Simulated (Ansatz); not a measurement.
Reaction (adduct formation): BH₃ + dimethyl ether → `[BH3-][O+](C)C`

Computed with Ansatz on PBE0-D4/def2-TZVP structures; ΔE is electronic, products minus reactants. CCSD(T)/CBS is the MP2 limit (def2-TZVPP, def2-QZVPP) plus CCSD(T) − MP2 in def2-TZVPP, frozen cores. This one scheme is used for every species. DFT in def2-TZVPP.

BH₃:

Cartesian coordinates in Å:
```
B 0.000 0.000 0.000
H 0.360 0.758 0.849
H -0.871 -0.783 0.230
H 0.511 0.025 -1.078
```

`COC`:

Cartesian coordinates in Å:
```
C -0.482 1.039 0.192
O 0.352 0.064 0.749
C 0.523 -1.032 -0.104
H -0.070 1.434 -0.749
H -0.565 1.855 0.910
H -1.487 0.642 -0.014
H 0.983 -0.734 -1.057
H 1.180 -1.743 0.398
H -0.434 -1.525 -0.324
```

`[BH3-][O+](C)C`:

Cartesian coordinates in Å:
```
B -0.466 -0.208 1.431
O 0.093 -0.424 -0.085
C 1.343 0.224 -0.313
C -0.875 -0.108 -1.084
H -1.464 -0.885 1.462
H 0.441 -0.601 2.124
H -0.669 0.988 1.503
H 2.021 -0.125 0.461
H 1.217 1.308 -0.237
H 1.709 -0.055 -1.303
H -1.762 -0.692 -0.853
H -0.475 -0.381 -2.061
H -1.112 0.959 -1.045
```

| level | ΔE (eV) |
| --- | --- |
| B2PLYP | -0.87 |
| SCS-MP2/def2-QZVPP | -0.89 |

Task: What does CCSD(T)/CBS give? (Estimate.)

Result: Ansatz gave: -0.98 eV. The listed levels differ from it by 0.11, 0.09 eV.

Largest T1 diagnostic among the species: 0.010.

In def2-TZVPP, CCSD(T) changes the Hartree–Fock value by −0.57 eV (the triples alone add −0.08 eV) and MP2 by −0.61 eV. From BLYP to BHLYP (50 % exact exchange), in def2-TZVPP and without D4, ΔE moves by −0.09 eV. Leaving LDA and LC-ωPBE aside and taking each functional with its dispersion term where it has one, the values, not all of them listed here, spread over 0.19 eV, from PBE-D4 to B2PLYP. LDA lies −0.58 eV from PBE without D4.
